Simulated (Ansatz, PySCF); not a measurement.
A series of substituents X on one scaffold: silaethenyl-X. Gas-phase values, no solvent. One relaxed conformer stands for each flexible species; it need not be the lowest. Strings in code marks are SMILES.

Quantity: vertical ionisation energy (energy after one electron is removed minus that of the parent at the parent's geometry), in eV. The restricted reference of `C=[SiH]Cl`, `C=C[SiH]=C` and `C=[SiH][AlH2]` is unstable towards unrestricted orbitals.

Level 1: PBE0-D3(BJ)/def2-TZVP (PySCF)
Level 2: PBE/6-31G* // PBE0-D3(BJ)/def2-TZVP (PySCF)
Level 3: HF/6-31G* // PBE0-D3(BJ)/def2-TZVP (PySCF)
Level 4: HF/def2-TZVPP // PBE0-D3(BJ)/def2-TZVP (Ansatz, a first-principles code)

| species | level 1 | level 2 | level 3 | level 4 |
|---|---|---|---|---|
| `C=[SiH]O` (C–Si–O–H torsion 0°) | (withheld) | (withheld) | 6.88 | (withheld) |
| `C=[SiH][AlH2]` | 8.51 | 8.59 | 6.95 | (withheld) |
| `C=[SiH]O[SiH3]` (C–Si–O–Si torsion 1°) | 8.26 | 8.16 | 6.82 | (withheld) |
| `C=[SiH]Cl` | 8.67 | 8.73 | 7.39 | 7.32 |
| `C=C[SiH]=C` (C–C–Si–C torsion 15°) | 8.06 | 8.02 | 6.51 | 6.60 |

Question: Complete the blanks.

Answer: 
- `C=[SiH]O` (C–Si–O–H torsion 0°), level 1: 8.32
- `C=[SiH]O` (C–Si–O–H torsion 0°), level 2: 8.21
- `C=[SiH]O` (C–Si–O–H torsion 0°), level 4: 7.00
- `C=[SiH][AlH2]`, level 4: 7.01
- `C=[SiH]O[SiH3]` (C–Si–O–Si torsion 1°), level 4: 6.92
